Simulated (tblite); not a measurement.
Compound: C9H14O.
SMILES with atom numbers: `[CH2:1]=[CH:2][C:3](=[CH2:4])/[CH:5]=[CH:6]\[O:7][CH:8]([CH3:9])[CH3:10]` (hydrogens: H11, H12 on C1; H13 on C2; H14, H15 on C4; H16 on C5; H17 on C6; H18 on C8; H19, H20, H21 on C9; H22, H23, H24 on C10)

Computed with GFN2-xTB (tblite), gas phase: L-BFGS steps from a force-field or distance-geometry start until the largest atomic force falls under 0.01 eV/Å.

Geometry at step 1:
```
atom  x, y, z in Å
C1      2.1368    1.3019   -0.4379
C2      2.6201    0.0447   -0.1794
C3      2.0557   -1.2522    0.0981
C4      2.9827   -2.1670    0.2845
C5      0.7280   -1.7882    0.2123
C6     -0.5024   -1.2146    0.0849
O7     -0.6715    0.0850   -0.1969
C8     -1.7028    0.7534    0.5155
C9     -1.7156    2.2074    0.0304
C10    -3.0635    0.0650    0.3799
H11     1.1448    1.6361   -0.5112
H12     2.9038    2.0256   -0.5850
H13     3.7086    0.0532   -0.1627
H14     2.7255   -3.1951    0.5015
H15     4.0150   -1.8686    0.2339
H16     0.6766   -2.8457    0.4374
H17    -1.3547   -1.8557    0.2197
H18    -1.4371    0.7424    1.5843
H19    -1.0379    2.7487    0.6955
H20    -1.2715    2.2427   -0.9714
H21    -2.7358    2.6408    0.0617
H22    -3.2251   -0.5232    1.2833
H23    -3.1010   -0.5902   -0.4941
H24    -3.8904    0.7735    0.2881
```

Task: What forces act on the atoms?

Result: 
| atom | Fx (eV/Å) | Fy (eV/Å) | Fz (eV/Å) |
| --- | --- | --- | --- |
| C1 | 1.317 | -2.480 | 0.516 |
| C2 | -0.888 | 3.013 | -0.515 |
| C3 | -0.632 | 0.512 | -0.187 |
| C4 | 1.616 | -1.529 | 0.378 |
| C5 | -2.358 | 0.817 | -0.211 |
| C6 | 2.035 | -0.679 | 0.289 |
| O7 | -0.236 | 0.418 | -0.148 |
| C8 | -0.411 | 0.159 | -0.037 |
| C9 | 0.239 | 0.051 | 0.127 |
| C10 | -0.347 | -0.242 | 0.054 |
| H11 | -0.886 | -0.116 | -0.004 |
| H12 | 0.134 | 0.588 | -0.123 |
| H13 | -0.161 | -0.312 | 0.020 |
| H14 | 0.354 | 0.095 | -0.031 |
| H15 | 0.217 | -0.496 | 0.089 |
| H16 | 0.160 | 0.037 | -0.116 |
| H17 | -0.388 | 0.047 | 0.076 |
| H18 | 0.061 | 0.019 | 0.011 |
| H19 | -0.288 | 0.297 | -0.210 |
| H20 | -0.474 | 0.071 | 0.158 |
| H21 | 0.847 | -0.222 | -0.108 |
| H22 | -0.233 | -0.150 | -0.202 |
| H23 | 0.054 | 0.142 | 0.114 |
| H24 | 0.268 | -0.041 | 0.062 |

The largest, 3.18 eV/Å, acts on C2; the rms over all components is 0.737 eV/Å. The forces sum to zero within rounding, as they must for an isolated molecule in no field.

Task: Give the force on C2 in Eh/bohr and in nN.

Result: 3.183 eV/Å ÷ 51.422 = 0.06190 Eh/bohr, and 3.183 eV/Å × 1.602 = 5.10 nN.

Task: How far is this geometry from the end of the optimisation?

Result: 0.952 eV above it, and 1.220 Å rms away after alignment. The bonds farthest from their final lengths, with half the difference of the two atoms' forces along the bond (positive lengthens):

| bond | now (Å) | final (Å) | force along bond (eV/Å) |
| --- | --- | --- | --- |
| C1=C2 | 1.371 | 1.324 | -3.00 |
| C1–H11 | 1.049 | 1.078 | +1.44 |
| C5=C6 | 1.363 | 1.337 | -2.32 |
| C2–C3 | 1.441 | 1.467 | +1.11 |
| C3=C4 | 1.316 | 1.339 | +1.54 |
| C9–H21 | 1.109 | 1.086 | -0.34 |

The angle farthest from its final value is C2–C3–C5, 135.5° against 118.6°.

Of the 6 listed bonds off by 0.010 Å or more, this force points towards the final length in 6.

The cost below is that of the whole relaxation. The run took 2.2 s of wall time on Arm Neoverse V1, one thread, no GPU, shared host with 64 logical CPUs at a one-minute load of 22.
